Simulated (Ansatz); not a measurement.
A geometry relaxed with r2SCAN-D4/def2-TZVP (Ansatz, a quantum-chemistry and plane-wave program), charge 0, multiplicity 1:

```xyz
8

H     -2.4393    -0.0660    -0.1281
N      1.5530    -0.1310     0.0621
N     -1.4965    -0.4223    -0.1217
H      1.7699    -1.1102    -0.0377
Al    -0.0609     0.5972     0.0646
H     -0.2202     2.1589     0.2329
H     -1.5113    -1.4236    -0.2357
H      2.4055     0.3969     0.1638
```

Problem. Write the SMILES of this molecule.

Solution. `[NH2][AlH][NH2]`
